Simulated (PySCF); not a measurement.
**P⁻ (phosphorus, charge -1) across methods**

[Ne] 3s2 3p4, high-spin 3P determinant. Computed with PySCF 2.14 in aug-cc-pV(T+d)Z (6s5p4d2f, 55 functions), with the non-relativistic Hamiltonian (point nucleus).

```
   method  E (hartree)  mean ε 3s β (eV)  mean ε 3p α (eV)  mean ε 3p β (eV)  Σ⟨r²⟩ (bohr²)   ⟨S²⟩
      LDA    -340.0332            -5.833             0.631             1.751          51.76  2.009
     TPSS    -341.3214            -5.548             0.713             1.779          50.13  2.008
   revPBE    -341.2373            -5.494             0.753             1.838          51.17  2.009
      PBE    -341.1406            -5.589             0.719             1.809          51.35  2.008
CAM-B3LYP    -341.3089            -8.389            -1.344            -0.108          49.97  2.008
     PBE0    -341.1697            -6.805            -0.236             1.031          49.89  2.009
      UHF   -340.70467            -9.557            -2.814            -0.693          49.46  2.025
   r2SCAN    -341.2725            -5.556             0.452             1.710          50.32  2.016
```

(1) Estimate the same row for r2SCAN0.

The outer electron is barely bound at this level, so radii and moments hang on the diffuse functions.

The highest occupied level is positive at LDA, TPSS, revPBE, PBE, PBE0, r2SCAN, r2SCAN0: only the finite basis holds that electron, which in a density functional comes from self-interaction.

## Answers

(1) E (hartree) = -341.2702; mean ε 3s β (eV) = -6.766; mean ε 3p α (eV) = -0.450; mean ε 3p β (eV) = 0.948; Σ⟨r²⟩ (bohr²) = 49.59; ⟨S²⟩ = 2.015.
